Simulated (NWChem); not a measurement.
Program: NWChem. System: C$_{6}$H$_{14}$S, charge 1, spin multiplicity 2, at the geometry of a parent with another charge or spin, in a state set for the comparison that need not be this species' ground state. Its SCF solution wasn't tested for a lower state. Level: UTPSS/def2-SVP.

The NWChem input:

```
start mol
memory heap 200 mb stack 900 mb global 1100 mb
charge 1
geometry units angstroms nocenter noautoz
  C      4.297191    -0.584153     0.000000
  C      2.888610    -1.157268     0.000000
  C      1.798932    -0.092498     0.000000
  C      0.385333    -0.659498     0.000000
  C     -0.698417     0.411613     0.000000
  C     -2.103586    -0.169135     0.000000
  S     -3.325069     1.186111     0.000000
  H      4.473823     0.045076    -0.887380
  H      5.059332    -1.378275     0.000000
  H      4.473823     0.045076     0.887380
  H      2.754882    -1.811729    -0.879837
  H      2.754882    -1.811729     0.879837
  H      1.929146     0.563182    -0.880415
  H      1.929146     0.563182     0.880415
  H      0.254255    -1.313715    -0.881173
  H      0.254255    -1.313715     0.881173
  H     -0.575851     1.064209    -0.882301
  H     -0.575851     1.064209     0.882301
  H     -2.254791    -0.799076     0.890878
  H     -2.254791    -0.799076    -0.890878
  H     -4.429540     0.410246     0.000000
  symmetry group Cs
end
basis spherical
  * library def2-svp
end
dft
  xc xtpss03 ctpss03
  odft
  mult 2
  semidirect memsize 60000000 filesize 0
  iterations 100
  grid fine
end
task dft energy
```

Part of the output:

```
             Northwest Computational Chemistry Package (NWChem) 7.3.0
             --------------------------------------------------------

                                NWChem Input Module
                                -------------------

 Scaling coordinates for geometry "geometry" by  1.889725989
 (inverse scale =  0.529177249)

 Turning off AUTOSYM since
 SYMMETRY directive was detected!

                             Geometry "geometry" -> ""
                             -------------------------

 Output coordinates in angstroms (scale by  1.889725989 to convert to a.u.)

  No.       Tag          Charge          X              Y              Z
 ---- ---------------- ---------- -------------- -------------- --------------
    1 C                    6.0000     4.29719100    -0.58415300     0.00000000
    2 C                    6.0000     2.88861000    -1.15726800     0.00000000
    3 C                    6.0000     1.79893200    -0.09249800     0.00000000
    4 C                    6.0000     0.38533300    -0.65949800     0.00000000
    5 C                    6.0000    -0.69841700     0.41161300     0.00000000
    6 C                    6.0000    -2.10358600    -0.16913500     0.00000000
    7 S                   16.0000    -3.32506900     1.18611100     0.00000000
    8 H                    1.0000     4.47382300     0.04507600    -0.88738000
    9 H                    1.0000     5.05933200    -1.37827500     0.00000000
   10 H                    1.0000     4.47382300     0.04507600     0.88738000
   11 H                    1.0000     2.75488200    -1.81172900    -0.87983700
   12 H                    1.0000     2.75488200    -1.81172900     0.87983700
   13 H                    1.0000     1.92914600     0.56318200    -0.88041500
   14 H                    1.0000     1.92914600     0.56318200     0.88041500
   15 H                    1.0000     0.25425500    -1.31371500    -0.88117300
   16 H                    1.0000     0.25425500    -1.31371500     0.88117300
   17 H                    1.0000    -0.57585100     1.06420900    -0.88230100
   18 H                    1.0000    -0.57585100     1.06420900     0.88230100
   19 H                    1.0000    -2.25479100    -0.79907600     0.89087800
   20 H                    1.0000    -2.25479100    -0.79907600    -0.89087800
   21 H                    1.0000    -4.42954000     0.41024600     0.00000000

 Effective nuclear repulsion energy (a.u.)     354.9269761773

            Nuclear Dipole moment (a.u.)
            ----------------------------
        X                 Y               Z
 ---------------- ---------------- ----------------
    -0.0000113384     0.0000132281     0.0000000000

      Symmetry information
      --------------------

 Group name             Cs
 Group number              2
 Group order               2
 No. of unique centers    15

      Symmetry unique atoms

     1    2    3    4    5    6    7    8    9   11   13   15   17   19   21


 Summary of "ao basis" -> "" (spherical)
 ------------------------------------------------------------------------------
       Tag                 Description            Shells   Functions and Types
 ---------------- ------------------------------  ------  ---------------------
 *                          def2-svp                  on all atoms

                                 NWChem DFT Module
                                 -----------------

 Summary of "ao basis" -> "ao basis" (spherical)
 ------------------------------------------------------------------------------
[...]
    63      0.279823   5 C  px              159     -0.262867  19 H  s
   164     -0.262867  20 H  s                77     -0.253017   6 C  px

 Vector   35  Occ=0.000000D+00  E=-1.499230D-01  Symmetry=a'
              MO Center= -3.4D+00,  4.1D-01,  1.1D-16, r^2= 3.7D+00
   Bfn.  Coefficient  Atom+Function         Bfn.  Coefficient  Atom+Function
  ----- ------------  ---------------      ----- ------------  ---------------
    88      0.996011   7 S  s               169     -0.962088  21 H  s
    96     -0.843098   7 S  py               45     -0.573935   4 C  s
    73     -0.529078   6 C  s                77      0.405261   6 C  px
    78     -0.395698   6 C  py               87      0.362194   7 S  s
    93     -0.267083   7 S  py               75     -0.262999   6 C  py

   alpha - beta orbital overlaps
   -----------------------------

   alpha      1      2      3      4      5      6      7      8      9     10
    beta      1      2      3      4      5      6      7      8     11      9
 overlap   1.000  1.000  1.000  1.000  1.000  1.000  1.000  1.000  1.000  1.000

   alpha     11     12     13     14     15     16     17     18     19     20
    beta     10     12     13     14     15     16     17     18     20     19
 overlap   1.000  0.994  0.993  0.995  0.997  0.999  1.000  1.000  0.995  0.999

   alpha     21     22     23     24     25     26     27     28     29     30
    beta     21     22     23     24     25     26     27     33     28     29
 overlap   0.996  0.994  0.989  0.991  0.986  0.988  0.931  0.779  1.000  0.995

   alpha     31     32     33     34     35     36     37     38     39     40
    beta     30     32     31     34     35     36     37     38     39     40
 overlap   0.994  0.841  0.994  1.000  0.998  0.999  0.999  0.999  1.000  0.999

   alpha     41     42     43     44     45     46     47     48     49     50
    beta     41     42     43     44     45     46     47     48     49     50
 overlap   1.000  0.999  0.999  0.999  1.000  0.999  1.000  1.000  1.000  1.000

   alpha     51     52     53     54     55     56     57     58     59     60
    beta     51     52     53     54     56     55     57     58     59     60
 overlap   1.000  0.998  0.999  0.984  0.994  0.954  0.966  1.000  0.989  0.995

   alpha     61     62     63     64     65     66     67     68     69     70
    beta     61     62     63     64     65     66     67     68     69     70
 overlap   0.997  0.999  0.934  0.999  0.940  0.995  0.989  0.982  0.976  0.998

   alpha     71     72     73     74     75     76     77     78     79     80
    beta     71     72     73     74     76     75     77     78     79     80
 overlap   0.940  0.980  0.939  0.982  0.978  0.989  0.983  0.998  0.996  0.949

   alpha     81     82     83     84     85     86     87     88     89     90
    beta     81     82     83     84     85     86     88     87     89     90
 overlap   0.994  0.946  0.976  0.983  0.990  0.996  0.989  0.998  1.000  0.999

   alpha     91     92     93     94     95     96     97     98     99    100
    beta     91     92     93     94     95     96     97     98     99    100
 overlap   0.997  0.997  0.976  0.979  0.984  0.999  0.990  0.998  0.960  0.956

   alpha    101    102    103    104    105    106    107    108    109    110
    beta    101    102    103    104    105    106    107    109    108    111
 overlap   0.999  1.000  1.000  1.000  0.999  0.999  0.999  1.000  1.000  1.000

   alpha    111    112    113    114    115    116    117    118    119    120
    beta    110    112    113    114    116    115    117    118    119    120
 overlap   0.998  0.998  1.000  1.000  1.000  1.000  1.000  0.999  1.000  0.999

   alpha    121    122    123    124    125    126    127    128    129    130
    beta    121    122    123    124    125    126    127    128    129    130
 overlap   0.999  0.999  0.999  0.996  0.995  0.999  0.998  1.000  1.000  1.000

   alpha    131    132    133    134    135    136    137    138    139    140
    beta    131    132    133    134    135    136    137    138    139    140
 overlap   0.999  0.999  1.000  0.999  1.000  1.000  1.000  1.000  1.000  0.999

   alpha    141    142    143    144    145    146    147    148    149    150
    beta    141    142    143    144    145    146    147    148    149    150
 overlap   1.000  0.974  0.974  1.000  1.000  1.000  1.000  1.000  1.000  1.000

   alpha    151    152    153    154    155    156    157    158    159    160
    beta    151    152    153    154    155    156    157    158    159    160
 overlap   0.999  0.999  1.000  0.991  1.000  0.990  1.000  1.000  1.000  1.000

   alpha    161    162    163    164    165    166    167    168    169    170
    beta    161    162    163    164    165    166    167    168    169    170
 overlap   1.000  1.000  1.000  1.000  1.000  1.000  1.000  1.000  1.000  1.000

   alpha    171    172
    beta    171    172
 overlap   0.999  0.999

     --------------------------
     Expectation value of S2:
     --------------------------
      <S2> =      0.7522 (Exact =     0.7500)

 center of mass
 --------------
 x =  -0.21751931 y =   0.08635842 z =   0.00000000

 moments of inertia (a.u.)
 ------------------
         351.514131032073         766.126443910824           0.000000000000
         766.126443910824        3222.580414943198           0.000000000000
           0.000000000000           0.000000000000        3506.645229524853

     Multipole analysis of the density
     ---------------------------------

     L   x y z        total         alpha         beta         nuclear
     -   - - -        -----         -----         ----         -------
     0   0 0 0      1.000000    -33.000000    -32.000000     66.000000

     1   1 0 0     -2.060132      0.488108     -2.548228     -0.000011
     1   0 1 0     -0.039772     -0.530515      0.490730      0.000013
     1   0 0 1     -0.000000     -0.000000     -0.000000      0.000000

     2   2 0 0     -0.637034   -922.890398   -886.034731   1808.288095
     2   1 1 0     -5.403094    207.714863    196.914709   -410.032666
     2   1 0 1      0.000000      0.000000     -0.000000      0.000000
     2   0 2 0    -35.127727   -114.443868   -108.903320    188.219462
     2   0 1 1      0.000000     -0.000000      0.000000      0.000000
     2   0 0 2    -36.250591    -36.309234    -33.404169     33.462812

 Task  times  cpu:      237.6s     wall:      237.6s

 Total times  cpu:      237.6s     wall:      237.6s
```
